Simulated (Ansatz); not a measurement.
Compare A (`B[SiH2]C(=N)O`) with its isomer B (`N=C([SiH3])BO`).

Program: Ansatz. Geometries: PBE0-D4/def2-TZVP. ΔE: electronic, gas phase. CCSD(T)/CBS is the MP2 limit (def2-TZVPP, def2-QZVPP) plus CCSD(T) − MP2 in def2-TZVPP, frozen cores. Functionals use def2-TZVPP. B3LYP here is the variant with VWN-RPA as its local correlation; programs differ in this. One conformer a species, not always the lowest.

A:

```xyz
11

B     0.155    1.227    1.773
Si   -0.766   -0.189    0.688
C     0.146   -0.565   -0.939
N     0.769   -1.655   -1.078
O     0.070    0.452   -1.834
H    -0.149    1.389    2.918
H     0.981    1.953    1.308
H    -2.113    0.359    0.349
H    -0.930   -1.471    1.415
H     1.252   -1.733   -1.978
H     0.586    0.231   -2.622
```

B:

```xyz
11

N    -1.495   -0.356    1.183
C    -0.467   -0.115    0.455
Si   -0.543   -0.062   -1.446
B     0.888    0.142    1.217
O     1.970    0.400    0.449
H    -2.335   -0.512    0.616
H    -0.146    1.274   -1.961
H     0.350   -1.089   -2.046
H    -1.955   -0.344   -1.829
H     0.956    0.111    2.414
H     2.777    0.551    0.948
```

Task: Which isomer does CCSD(T)/CBS put lower? Give the gap. (Estimate.)

Result: The calculation gave: B, by 46.3 kcal/mol.

Task: Give E(B) − E(A) in kcal/mol with B3LYP-D4, B3LYP, CCSD(T)/def2-TZVPP, PBE-D4, r2SCAN-D4, PBE0-D4, B2PLYP. (Estimate.)

Result: Ansatz gave: B3LYP-D4 -44.9, B3LYP -44.6, CCSD(T)/def2-TZVPP -46.2, PBE-D4 -42.2, r2SCAN-D4 -43.3, PBE0-D4 -42.9, B2PLYP -45.7. None reverses the order clearly.

Largest T1 diagnostic: 0.014.

In def2-TZVPP, CCSD(T) changes the Hartree–Fock value by −1.3 kcal/mol (the triples alone add −0.2 kcal/mol) and MP2 by −2.4 kcal/mol. From PBE to PBE0 (25 % exact exchange), in def2-TZVPP and without D4, E(B) − E(A) moves by −0.7 kcal/mol.
